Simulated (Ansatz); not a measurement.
Consider the germylene formation by 1,1-elimination: `[F][GeH]([F])[F]` → F₂ + `[F][GeH]`.

Computed with Ansatz on PBE0-D4/def2-TZVP structures; ΔE is electronic, products minus reactants. CCSD(T)/CBS is the MP2 limit (def2-TZVPP, def2-QZVPP) plus CCSD(T) − MP2 in def2-TZVPP, frozen cores. This one scheme is used for every species. Functionals use def2-TZVPP. For Ge outer-core shells are correlated without core-valence functions, which leaves a few kJ/mol of doubt a bond. Scalar relativity is left out up to krypton.

```
             level  ΔE (kJ/mol)
        r2SCANh-D4        805.3
            B2PLYP        789.2
              PBE0        778.6
           r2SCANh        804.4
           r2SCAN0        819.6
RPA@PBE/def2-TZVPP        744.3
     HF/def2-TZVPP        842.3
    MP2/def2-TZVPP        846.4
```

Q: What does CCSD(T)/CBS give? (An estimate is asked.)

A: Ansatz gave: +796.6 kJ/mol. The listed levels differ from it by 8.7, -7.4, -18.0, 7.8, 23.0, -52.3, 45.7, 49.8 kJ/mol.

Largest T1 diagnostic among the species: 0.014.

The D4 term adds +6.0 kJ/mol with B3LYP and +3.1 kJ/mol with PBE0; it sums over pairs of atoms, weighted by their polarisabilities, and B3LYP, whose exchange is more repulsive, gets the larger term. From BLYP to BHLYP (50 % exact exchange), in def2-TZVPP and without D4, ΔE moves by +96.2 kJ/mol.

B3LYP here is the variant with VWN-RPA as its local correlation; programs differ in this.
